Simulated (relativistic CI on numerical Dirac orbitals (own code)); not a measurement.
Co+ in a cubic cluster: 1s photoemission with charge transfer

Computed with a charge-transfer multiplet model of a cubic metal-ligand cluster with up to 2 ligand holes, Slater and spin-orbit integrals from Dirac-Coulomb-Breit ions, Slater integrals scaled by 0.9. The ground state mixes d8 with configurations of k ligand holes L, whose averages lie at kΔ + k(k − 1)U_dd/2; a core hole lowers each added d electron by U_cd. 300 K, Lorentzian 1.1 eV and Gaussian 0.6 eV FWHM.

Atomic integrals in eV (Slater integrals scaled, ζ unscaled), ground: F2dd 9.320, F4dd 5.741, zeta_d 0.056; with the core hole: F2dd 11.019, F4dd 6.839, zeta_d 0.082, G2cd 0.060.

Cluster parameters (eV): U_dd = 7.7, U_cd = 9.1, 10Dq = 0.8, 10Dq(ligand) = 0.6, V(eg) = 2.2, V(t2g) = -0.99, final-state hopping factor = 1.

```
      Case   n_d    d8   d9L  d10L2     S
Δ = 1.7 eV  8.35  0.67  0.32   0.01  1.00
Δ = 2.7 eV  8.28  0.73  0.26   0.01  1.00
Δ = 4.7 eV  8.18  0.83  0.17   0.00  1.00
Δ = 6.7 eV  8.12  0.88  0.11   0.00  1.00
Δ = 7.7 eV  8.10  0.90  0.09   0.00  1.00
```

Weights, n_d and S are thermal averages at 300 K. Binding energies count from the first peak over 30 % of the highest in each spectrum, which can be another peak from case to case. The parameters are a model scan and need not match a compound or its usual spin state. Peaks in eV (height, largest 100):
- Δ = 1.7 eV: 0.0 (100), 5.8 (55), 10.9 (47)
- Δ = 2.7 eV: 0.0 (100), 6.0 (55), 10.1 (44)
- Δ = 4.7 eV: 0.0 (100), 6.2 (66), 9.3 (17)
- Δ = 6.7 eV: 0.0 (100), 5.9 (53)
- Δ = 7.7 eV: 0.0 (100), 5.8 (41)

For the case Δ = 4.7 eV, Δ = 4.7 eV is smaller than U_dd = 7.7 eV, the charge-transfer side of the Zaanen-Sawatzky-Allen scheme. With the core hole the configuration with one ligand hole lies at Δ − U_cd = -7.4, -6.4, -4.4, -2.4, -1.4 eV from the one without, in the order of the table; where this is negative the screened configuration lies lower, though the effective hopping of about 3.0 eV (from the holes of the mixed ground state) mixes the two strongly wherever it is as large as the gap.
